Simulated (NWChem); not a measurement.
C$_{3}$H$_{7}$O$_{2}$, doublet; SMILES C(O)(C)C[O]

```xyz
12

C      1.4085     0.6355     0.1245
C     -0.0216     0.4357    -0.3387
O     -0.8845     1.4634     0.0858
C     -0.6231    -0.8486     0.2254
O      0.0296    -1.9879    -0.0643
H      1.8595     1.5285    -0.3373
H      1.4419     0.7588     1.2189
H      2.0204    -0.2362    -0.1514
H     -0.0309     0.3416    -1.4450
H     -0.5447     2.3016    -0.2421
H     -0.6914    -0.7626     1.3390
H     -1.6959    -0.9321    -0.0679
```
Atoms are numbered in this order, from 1.

Program: NWChem. Spin-unrestricted. Structure relaxed at the PBE0/def2-SVP, spin-unrestricted level. No frequency run checked for a minimum. No stability test was run on the SCF state. Fermi-contact couplings, non-relativistic, static geometry.

For level PBE/IGLO-II:

```yaml
A(iso) 13C atom 2 (MHz): -5.6
A(iso) 13C atom 4 (MHz): -36.5
A(iso) 17O atom 5 (MHz): -21.6
A(iso) 1H atom 11 (MHz): 243
A(iso) 1H atom 12 (MHz): 190
```

Q: Estimate the same quantities for level UHF/IGLO-II.

A: The A(iso) 13C atom 2 (MHz) is -3.2 and the A(iso) 13C atom 4 (MHz) is -70.5. The A(iso) 17O atom 5 (MHz) is -111.2. The A(iso) 1H atom 11 (MHz) is 165 and the A(iso) 1H atom 12 (MHz) is 130.
